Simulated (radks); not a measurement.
Values are calculated unless marked as measured or tabulated.
Problem. All-electron atom: Ni15+ in [Ne] 3s2 3p1 (the NIST ground configuration). Code: a radial shooting solver on a logarithmic mesh with Libxc functionals. Model: scalar-relativistic Kohn-Sham, r2SCAN, spin-unpolarised, spherical densities, finite nucleus; meta-GGA in the generalised Kohn-Sham scheme; Fermi nuclear charge, rms radius 3.7757 fm. Some entries of the table are withheld. Estimate them.

orbital,occ.,eigenvalue (Ry),r(max) (bohr)
1s,2,-643.4645,0.03540
2s,2,-109.3900,0.2033
2p,6,(1),0.1639
3s,2,-38.18840,0.5831
3p,1,-35.02074,(2)

Solution. 
(1) 2p eigenvalue (Ry): -99.34348
(2) 3p r(max) (bohr): 0.5715
